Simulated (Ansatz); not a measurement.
Basis-set series for C2H2BCl2F3O, SMILES `FC(F)(F)COB(Cl)Cl`. Total charge 0; spin multiplicity 1. All single points use the PBE0-D4/def2-TZVP geometry. It is one conformer, not always the lowest.

```tsv
functional	basis	functions	energy (Eh)	HOMO (eV)	LUMO (eV)
PBE0-D4	def2-TZVPP	329	-1397.01952	-9.23	-0.64
PBE0-D4	def2-QZVPP	599	-1397.07045	-9.26	-0.73
ωB97M-V	def2-TZVPP	329	-1397.63495	-11.50	1.48
ωB97M-V	def2-QZVPP	599	-1397.68295	-11.54	1.34
```

(1) Give the rows for def2-SVP. (Best estimate.)

## Answers

(1) The calculation gave: 
```json
{"functional": "PBE0-D4", "basis": "def2-SVP", "functions": "144", "energy (Eh)": "-1396.14523", "HOMO (eV)": "-9.07", "LUMO (eV)": "-0.32"}
{"functional": "ωB97M-V", "basis": "def2-SVP", "functions": "144", "energy (Eh)": "-1396.75286", "HOMO (eV)": "-11.29", "LUMO (eV)": "1.87"}
```

Positive LUMOs are unbound and depend on the basis.

Results of the Gaussian-basis code of Ansatz.
